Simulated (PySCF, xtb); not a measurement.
CuCl, SMILES [Cl][Cu], multiplicity 1.

GFN2-xTB run with xtb at its own geometry gives an orbital gap of 4.89 eV and a dipole moment of 6.78 D.

Geometry: PBE0-D3(BJ)/def2-TZVPD. The multiplicity is an assumed one; other spin states were not compared.

Problem. What does PySCF with r2SCAN/def2-TZVPD give? (The exact figures need the calculation; the answer reports its results.)

Solution. gap 2.52 eV (levels -6.21 and -3.69 eV), dipole 4.90 D.
